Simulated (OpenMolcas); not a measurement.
**GeSiH6O (SMILES [OH][GeH2][SiH3]): methods side by side**

GeSiH6O has 9 atoms, charge 0, and is taken as a singlet. SMILES: `[OH][GeH2][SiH3]`. The coordinates come from a PBE0-D4/def2-TZVP relaxation. This is one conformer, not always the lowest.

Each level gives the vertical energy of the triplet above the singlet (eV). The values are calculated.

```json
{"level": "HF/cc-pVDZ", "kind": "Hartree–Fock", "program": "OpenMolcas", "value (eV)": "6.15", "less CCSD(T)/cc-pVDZ": "+0.27", "CPU time (all runs)": "45 s"}
{"level": "PBE/cc-pVDZ", "kind": "GGA", "program": "OpenMolcas", "value (eV)": "5.07", "less CCSD(T)/cc-pVDZ": "-0.81", "CPU time (all runs)": "2.1 min"}
{"level": "M06-L/cc-pVDZ", "kind": "meta-GGA", "program": "OpenMolcas", "value (eV)": "5.50", "less CCSD(T)/cc-pVDZ": "-0.38", "CPU time (all runs)": "3 min"}
{"level": "TPSS/cc-pVDZ", "kind": "meta-GGA", "program": "OpenMolcas", "value (eV)": "5.21", "less CCSD(T)/cc-pVDZ": "-0.67", "CPU time (all runs)": "3 min"}
{"level": "B3LYP/cc-pVDZ", "kind": "global hybrid", "program": "OpenMolcas", "value (eV)": "5.45", "less CCSD(T)/cc-pVDZ": "-0.43", "CPU time (all runs)": "2.4 min"}
{"level": "BHLYP/cc-pVDZ", "kind": "global hybrid", "program": "OpenMolcas", "value (eV)": "5.85", "less CCSD(T)/cc-pVDZ": "-0.03", "CPU time (all runs)": "2.1 min"}
{"level": "M06-2X/cc-pVDZ", "kind": "hybrid meta-GGA", "program": "OpenMolcas", "value (eV)": "5.78", "less CCSD(T)/cc-pVDZ": "-0.10", "CPU time (all runs)": "3 min"}
{"level": "CCSD(T)/cc-pVDZ, open shells restricted", "kind": "coupled cluster or CI", "program": "OpenMolcas", "value (eV)": "5.88", "less CCSD(T)/cc-pVDZ": "0.00", "CPU time (all runs)": "3.1 min"}
```

CCSD(T)/cc-pVDZ, open shells restricted is the highest level here, not the true value. All-electron rows without a relativistic Hamiltonian named are non-relativistic. The values span 5.07 to 6.15 eV. A triplet this far above the singlet is often a Rydberg-like or dissociative state; sets without diffuse functions put Rydberg states too high. In the correlated wave-function rows the outer d shell of Ge is correlated, in sets not made for it. The upper state's dipole differs much between rows, so they may not all be the same state. CPU times are rough (shared hosts, several kinds of processor and program).
